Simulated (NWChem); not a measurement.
System: C3H4ClF; SMILES C(/C)(=C/F)Cl

The following NWChem deck was run.

```
start job
memory heap 200 mb stack 900 mb global 1100 mb
geometry units angstroms noautosym nocenter noautoz
  C     -1.628258    -0.175147     0.000000
  C     -0.153937     0.019660     0.000000
  Cl     0.411197     1.661606     0.000000
  C      0.759682    -0.953369     0.000000
  F      0.402448    -2.235767     0.000000
  H     -2.081998     0.292433     0.887923
  H     -1.867103    -1.246915     0.000000
  H     -2.081998     0.292433    -0.887923
  H      1.839701    -0.790542     0.000000
end
basis spherical
  C library def2-svp
  Cl library def2-svp
  F library def2-svp
  H library def2-svp
end
dft
  xc xpbe96 cpbe96
  iterations 150
end
cosmo
  do_cosmo_smd true
  solvent hexane
end
task dft energy
```

Parts of the log:

```
             Northwest Computational Chemistry Package (NWChem) 7.3.0
             --------------------------------------------------------

                             Geometry "geometry" -> ""
                             -------------------------

 Output coordinates in angstroms (scale by  1.889725989 to convert to a.u.)

  No.       Tag          Charge          X              Y              Z
 ---- ---------------- ---------- -------------- -------------- --------------
    1 C                    6.0000    -1.62825800    -0.17514700     0.00000000
    2 C                    6.0000    -0.15393700     0.01966000     0.00000000
    3 Cl                  17.0000     0.41119700     1.66160600     0.00000000
    4 C                    6.0000     0.75968200    -0.95336900     0.00000000
    5 F                    9.0000     0.40244800    -2.23576700     0.00000000
    6 H                    1.0000    -2.08199800     0.29243300     0.88792300
    7 H                    1.0000    -1.86710300    -1.24691500     0.00000000
    8 H                    1.0000    -2.08199800     0.29243300    -0.88792300
    9 H                    1.0000     1.83970100    -0.79054200     0.00000000

 Effective nuclear repulsion energy (a.u.)     211.6584140041

  pbe96 is a nonlocal functional; adding pw91lda local functional.

                                 NWChem DFT Module
                                 -----------------

 Summary of "ao basis" -> "ao basis" (spherical)
 ------------------------------------------------------------------------------
       Tag                 Description            Shells   Functions and Types
 ---------------- ------------------------------  ------  ---------------------
 C                          def2-svp                 6       14   3s2p1d
 Cl                         def2-svp                 8       18   4s3p1d
 F                          def2-svp                 6       14   3s2p1d
 H                          def2-svp                 3        5   2s1p

 in cosmo_initialize ...
 calling solv_data for solv:hexane

 solvent parameters
 solvname_short: hexane
 solvname_long:  n-hexane
 dielec:        1.8819
 dielecinf:     1.8903
 nonaqueous SMD model solvent descriptors
 dielec:        1.8819
 sola:          0.0000
 solb:          0.0000
 solc:          0.0000
 solg:         25.7500
 solh:          0.0000
 soln:          1.3749

          ---------------
          -cosmo- solvent
          ---------------
 Cosmo: York-Karplus, doi: 10.1021/jp992097l
 dielectric constant -eps-     =   1.88
 screen = (eps-1)/(eps    )    =   0.46862
 surface charge correction     = lagrangian

   van der Waals surface
 --------------------------

 ---------- ATOMIC COORDINATES (A.U.) ------------ VDWR(ANG.) --
     1   -3.07696146   -0.33097984    0.00000000     1.850
     2   -0.29089875    0.03715201    0.00000000     1.850
     3    0.77704966    3.13998004    0.00000000     2.380
     4    1.43559082   -1.80160618    0.00000000     1.850
     5    0.76051644   -4.22498700    0.00000000     1.730
     6   -3.93440573    0.55261824    1.67793117     1.200
     7   -3.52831306   -2.35632768    0.00000000     1.200
     8   -3.93440573    0.55261824   -1.67793117     1.200
     9    3.47653079   -1.49390776    0.00000000     1.200
 number of segments per atom =        128
 number of   points per atom =        128
 atom (   nspa,  nppa )
 ----------------------
    1 (     52,     0 )       0
    2 (     18,     0 )       0
    3 (     98,     0 )       0
    4 (     42,     0 )       0
    5 (     82,     0 )       0
    6 (     52,     0 )       0
    7 (     48,     0 )       0
    8 (     52,     0 )       0
    9 (     48,     0 )       0
 number of -cosmo- surface points =      492
 molecular surface =    128.902 angstrom**2
 molecular volume  =    109.525 angstrom**3
 -lineq- algorithm             =   0
 -bem- low  level              =   3
 -bem- from -octahedral-
 gaussian surface charge width =   4.50000
 degree of switching           =   1.00000
 switching function tolerance  =   0.00010
 atomic radii =
 --------------
    1  6.000  1.850
    2  6.000  1.850
    3 17.000  2.380
    4  6.000  1.850
    5  9.000  1.730
    6  1.000  1.200
    7  1.000  1.200
    8  1.000  1.200
    9  1.000  1.200
 ...... end of -cosmo- initialization ......

 nat:                     9
 ixmem:                  4523
 calling mnsol_interface()
 G(SMD-CDS) energy (kcal/mol)  =    -1.356
 SMD-CDS SASA (angstrom**2)    =   137.538

            General Information
            -------------------
          SCF calculation type: DFT
          Wavefunction type:  closed shell.
          No. of atoms     :     9
          No. of electrons :    48
           Alpha electrons :    24
            Beta electrons :    24
          Charge           :     0
          Spin multiplicity:     1
          Use of symmetry is: off; symmetry adaption is: off
          Maximum number of iterations: 150
          AO basis - number of functions:    94
                     number of shells:    44
          Convergence on energy requested:  1.00D-06
          Convergence on density requested:  1.00D-05
          Convergence on gradient requested:  5.00D-04

              XC Information
              --------------
          PerdewBurkeErnzerhof Exchange Functional  1.000
            Perdew 1991 LDA Correlation Functional  1.000 local
           PerdewBurkeErnz. Correlation Functional  1.000 non-local

             Grid Information
             ----------------
          Grid used for XC integration:  medium
          Radial quadrature: Mura-Knowles
          Angular quadrature: Lebedev.
          Tag              B.-S. Rad. Rad. Pts. Rad. Cut. Ang. Pts.
          ---              ---------- --------- --------- ---------
          C                   0.70       49          10.0       434
          Cl                  1.00       88          10.0       590
          F                   0.50       49          10.0       434
          H                   0.35       45          11.0       434
          Grid pruning is: on
          Number of quadrature shells:   464
          Spatial weights used:  Erf1

      Superposition of Atomic Density Guess
      -------------------------------------

 Sum of atomic energies:        -673.48757819

      Non-variational initial energy
      ------------------------------

 Total energy =    -675.837425
 1-e energy   =   -1348.093548
 2-e energy   =     460.597709
 HOMO         =      -0.241916
 LUMO         =       0.064271

   convergence    iter        energy       DeltaE   RMS-Dens  Diis-err
 ---------------- ----- ----------------- --------- --------- ---------
     COSMO gas phase
 d= 0,ls=0.0,diis     1   -675.9195337038 -8.88D+02  1.63D-02  7.20D-01
 d= 0,ls=0.0,diis     2   -675.8281888268  9.13D-02  1.17D-02  1.61D+00
 d= 0,ls=0.0,diis     3   -675.9820455483 -1.54D-01  3.98D-03  1.34D-01
 d= 0,ls=0.0,diis     4   -675.9882277535 -6.18D-03  2.38D-03  4.82D-02
 d= 0,ls=0.0,diis     5   -675.9942311329 -6.00D-03  6.22D-04  4.85D-03
  Resetting Diis
 d= 0,ls=0.0,diis     6   -675.9948909707 -6.60D-04  1.72D-04  2.29D-04
 d= 0,ls=0.0,diis     7   -675.9949172559 -2.63D-05  1.20D-04  1.90D-05
 d= 0,ls=0.0,diis     8   -675.9949132513  4.00D-06  7.66D-05  5.46D-05
 d= 0,ls=0.0,diis     9   -675.9949194602 -6.21D-06  1.00D-05  1.10D-06
 d= 0,ls=0.0,diis    10   -675.9949195572 -9.70D-08  3.53D-06  1.70D-07

   convergence    iter        energy       DeltaE   RMS-Dens  Diis-err
 ---------------- ----- ----------------- --------- --------- ---------
     COSMO solvation phase
 d= 0,ls=0.0,diis     1   -675.9986820127 -3.76D-03  5.97D-04  2.18D-04
 d= 0,ls=0.0,diis     2   -675.9987351715 -5.32D-05  1.55D-04  1.17D-04
 d= 0,ls=0.0,diis     3   -675.9987470193 -1.18D-05  5.52D-05  3.90D-05
 d= 0,ls=0.0,diis     4   -675.9987495477 -2.53D-06  2.56D-05  6.28D-06
 d= 0,ls=0.0,diis     5   -675.9987501406 -5.93D-07  8.80D-06  7.12D-07

         Total DFT energy =     -675.998750140631
      One electron energy =    -1351.037355499344
           Coulomb energy =      519.381827989981
    Exchange-Corr. energy =      -55.989741078946
 Nuclear repulsion energy =      211.658414004104

             COSMO energy =       -0.011895556427

 Numeric. integr. density =       48.000001188661

                                COSMO-SMD solvation results
                                ---------------------------

             internal energy in gas <Psi(g)|H|Psi(g)> =      -675.994919557151
         internal energy in solvent <Psi(s)|H|Psi(s)> =      -675.994847573696
                               delta internal energy  =         0.000071983455 (    0.05 kcal/mol)
   total free energy in solvent <Psi(s)|H+V/2|Psi(s)> =      -675.996588987538
 polarization energy contribution <Psi(s)|V/2|Psi(s)> =        -0.001741413842 (   -1.09 kcal/mol)
    total free energy in solvent including G(SMD-CDS) =      -675.998750140631
                       G(SMD-CDS) energy contribution =        -0.002161153093 (   -1.36 kcal/mol)
     1 M fixed-concentration free energy of solvation =        -0.003830583481 (   -2.40 kcal/mol)

                       DFT Final Molecular Orbital Analysis
                       ------------------------------------

 Vector   22  Occ=2.000000D+00  E=-3.031536D-01
              MO Center= -4.9D-02,  1.0D+00,  1.3D-09, r^2= 2.7D+00
   Bfn.  Coefficient  Atom+Function         Bfn.  Coefficient  Atom+Function
  ----- ------------  ---------------      ----- ------------  ---------------
    41      0.506424  3 Cl pz                38      0.392673  3 Cl pz
    35      0.228640  3 Cl pz                 6     -0.192040  1 C  pz
    20      0.186492  2 C  pz                23      0.151508  2 C  pz
    75     -0.146863  6 H  s                 85      0.146863  8 H  s
     9     -0.130165  1 C  pz                66      0.128067  5 F  pz

 Vector   23  Occ=2.000000D+00  E=-2.708440D-01
              MO Center=  2.7D-01,  1.4D+00, -1.4D-10, r^2= 2.0D+00
   Bfn.  Coefficient  Atom+Function         Bfn.  Coefficient  Atom+Function
  ----- ------------  ---------------      ----- ------------  ---------------
    39      0.601987  3 Cl px                36      0.443692  3 Cl px
    33      0.257507  3 Cl px                40     -0.168492  3 Cl py
     4      0.136408  1 C  px                18     -0.130066  2 C  px
    37     -0.125188  3 Cl py                 3      0.101251  1 C  s
    80     -0.092471  7 H  s                 48     -0.089467  4 C  s

 Vector   24  Occ=2.000000D+00  E=-2.075296D-01
              MO Center=  2.6D-01, -1.3D-01, -7.1D-10, r^2= 2.9D+00
   Bfn.  Coefficient  Atom+Function         Bfn.  Coefficient  Atom+Function
  ----- ------------  ---------------      ----- ------------  ---------------
    41     -0.377572  3 Cl pz                52      0.376240  4 C  pz
    20      0.348287  2 C  pz                66      0.271824  5 F  pz
    38     -0.253981  3 Cl pz                23      0.239570  2 C  pz
    55      0.218248  4 C  pz                69     -0.210717  5 F  pz
    35     -0.146682  3 Cl pz                75     -0.096542  6 H  s

 Vector   25  Occ=0.000000D+00  E=-2.181964D-02
              MO Center=  2.0D-01, -4.2D-01,  6.2D-09, r^2= 2.6D+00
   Bfn.  Coefficient  Atom+Function         Bfn.  Coefficient  Atom+Function
  ----- ------------  ---------------      ----- ------------  ---------------
    55     -0.577368  4 C  pz                23      0.570555  2 C  pz
    52     -0.482043  4 C  pz                20      0.463438  2 C  pz
    76     -0.255902  6 H  s                 86      0.255902  8 H  s
    41     -0.210875  3 Cl pz                66     -0.196221  5 F  pz
    69      0.189559  5 F  pz                75     -0.124747  6 H  s

 Vector   26  Occ=0.000000D+00  E= 8.640796D-03
              MO Center=  2.0D-01,  5.0D-01, -6.0D-09, r^2= 3.2D+00
   Bfn.  Coefficient  Atom+Function         Bfn.  Coefficient  Atom+Function
  ----- ------------  ---------------      ----- ------------  ---------------
    40      0.751777  3 Cl py                22      0.600793  2 C  py
    32     -0.552817  3 Cl s                 91     -0.435913  9 H  s
    19      0.422487  2 C  py                17      0.415948  2 C  s
     3      0.377094  1 C  s                 16      0.340333  2 C  s
    37      0.280430  3 Cl py                76     -0.277621  6 H  s

 Vector   27  Occ=0.000000D+00  E= 6.098538D-02
              MO Center= -1.9D+00, -2.1D-01,  2.8D-08, r^2= 4.7D+00
   Bfn.  Coefficient  Atom+Function         Bfn.  Coefficient  Atom+Function
  ----- ------------  ---------------      ----- ------------  ---------------
     3      2.945053  1 C  s                 76     -1.162852  6 H  s
    86     -1.162852  8 H  s                 81     -1.143384  7 H  s
    17     -0.924004  2 C  s                 21      0.320735  2 C  px
     2      0.251672  1 C  s                 40     -0.197690  3 Cl py
    32      0.181524  3 Cl s                 39     -0.173046  3 Cl px

     Multipole analysis of the density
     ---------------------------------

     L   x y z        total         alpha         beta         nuclear
     -   - - -        -----         -----         ----         -------
     0   0 0 0     -0.000000    -24.000000    -24.000000     48.000000

     1   1 0 0     -0.194732     -0.367507     -0.367507      0.540282
     1   0 1 0     -0.061133     -0.049154     -0.049154      0.037175
     1   0 0 1      0.000000      0.000000      0.000000      0.000000

     2   2 0 0    -23.739408    -82.191673    -82.191673    140.643938
     2   1 1 0     -0.326444     -1.092876     -1.092876      1.859308
     2   1 0 1     -0.000000     -0.000000     -0.000000      0.000000
     2   0 2 0    -28.740546   -192.770671   -192.770671    356.800797
     2   0 1 1      0.000000      0.000000      0.000000      0.000000
     2   0 0 2    -26.860149    -16.245528    -16.245528      5.630906
```

Level: PBE/def2-SVP, SMD on the gas-phase geometry. Structure relaxed at the PBE0/def2-SVP level. Solvent: n-hexane.
